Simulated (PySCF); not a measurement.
Species: C7H7F3O.
Cartesian coordinates in Å at the GFN2-xTB level; atoms count from 1:
```
atom  x, y, z in Å
C1     3.2111    0.1056   -0.1553
C2     2.0452   -0.2268   -0.6755
C3     0.8496    0.6710   -0.7060
C4    -0.3472    0.1008    0.0119
C5    -0.2543   -0.8496    0.9452
C6    -1.6273    0.6856   -0.4113
O7    -1.7770    1.4162   -1.3555
C8    -2.8769    0.3381    0.4566
F9    -2.6838    0.6247    1.7550
F10   -3.1971   -0.9654    0.3893
F11   -3.9439    1.0245    0.0575
H12    3.3765    1.0685    0.2996
H13    4.0534   -0.5645   -0.1688
H14    1.9012   -1.1990   -1.1285
H15    1.0934    1.6379   -0.2570
H16    0.5577    0.8621   -1.7430
H17   -1.0998   -1.2732    1.4565
H18    0.7105   -1.2444    1.2177
```

Theory: PBE0/pcSseg-1 in PySCF (dipole) on a GFN2-xTB geometry, gas phase.

Take the most abundant isotopes and a rigid rotor. The values belong to one conformer with, in the numbering `[CH2:1]=[CH:2][CH2:3][C:4](=[CH2:5])[C:6](=[O:7])[C:8]([F:9])([F:10])[F:11]`, C1–C2–C3–C4 -121°, C2–C3–C4–C5 21°, C3–C4–C6–O7 10°.

(1) Give the principal moments of inertia and the rotational constants in MHz.

(2) What kind of rotor is it?

(3) Is it planar, by Δ = Ic − Ia − Ib?

(4) Where do the levels up to J = 2 lie, in MHz?

(5) Which types of transition are allowed, and where do some lines up to J = 5 fall?

Results:

(1) Ia = 201.65, Ib = 876.21, Ic = 969.26 u·Å²; 505379 MHz·u·Å²/I gives A = 2506, B = 576.8, C = 521.4 MHz.

(2) A near-prolate asymmetric top. Ray's parameter κ = (2B − A − C)/(A − C) = -0.944; −1 is the prolate and +1 the oblate limit.

(3) Not planar: Δ = Ic − Ia − Ib = -108.59 u·Å². For a rigid frame Δ = −2 Σ m c², so Σ m c² = 54.30 u·Å² lies off the ab plane: 5.73 from hydrogen and 48.56 from heavier atoms. The atom farthest from that plane is 1.44 Å away.

(4) Above 0(0,0):
J = 1: 1(0,1) 1098, 1(1,1) 3028, 1(1,0) 3083
J = 2: 2(0,2) 3293, 2(1,2) 5169, 2(1,1) 5335, 2(2,1) 11123, 2(2,0) 11124

(5) The dipole components are |μa| = 2.63 D, |μb| = 1.95 D, |μc| = 0.00 D. The squared components, which scale the intensities, stand as 1.00 : 0.55 : 0.00 (a : b : c). Some lines, for components of 0.1 D or more:

| type | branch | J(Ka,Kc) | MHz | lower level (cm⁻¹) |
| --- | --- | --- | --- | --- |
| a | Q | 4(1,3) ← 4(1,4) | 554 | 0.422 |
| b | Q | 4(1,3) ← 4(0,4) | 2248 | 0.366 |
| a | R | 2(1,1) ← 1(1,0) | 2252 | 0.103 |
| b | Q | 5(1,4) ← 5(0,5) | 2405 | 0.548 |
| b | R | 1(1,1) ← 0(0,0) | 3028 | 0.000 |
| a | R | 3(1,3) ← 2(1,2) | 3211 | 0.172 |
| a | R | 3(2,2) ← 2(2,1) | 3295 | 0.371 |
| a | R | 4(2,3) ← 3(2,2) | 4392 | 0.481 |
| a | R | 5(1,5) ← 4(1,4) | 5348 | 0.422 |
| a | R | 5(0,5) ← 4(0,4) | 5468 | 0.366 |
| b | Q | 5(2,3) ← 5(1,4) | 5502 | 0.628 |
| a | R | 5(2,3) ← 4(2,2) | 5512 | 0.628 |
| b | Q | 2(2,1) ← 2(1,2) | 5955 | 0.172 |
| b | R | 2(2,1) ← 1(1,0) | 8040 | 0.103 |
| b | R | 2(2,0) ← 1(1,1) | 8097 | 0.101 |
| b | R | 3(2,2) ← 2(1,1) | 9083 | 0.178 |
| b | R | 3(2,1) ← 2(1,2) | 9255 | 0.172 |
| b | Q | 4(3,2) ← 4(2,3) | 9790 | 0.627 |
| b | R | 4(2,2) ← 3(1,3) | 10448 | 0.280 |
| b | R | 3(3,1) ← 2(2,0) | 13080 | 0.371 |
| b | Q | 5(4,2) ← 5(3,3) | 13697 | 1.137 |
| b | Q | 4(4,1) ← 4(3,2) | 13698 | 0.954 |
| b | R | 4(3,2) ← 3(2,1) | 14176 | 0.481 |
| b | R | 5(4,2) ← 4(3,1) | 19191 | 0.954 |

Not checked by GFN2-xTB frequencies. No vibrational averaging or centrifugal distortion is included, and the geometry carries the error of its method.
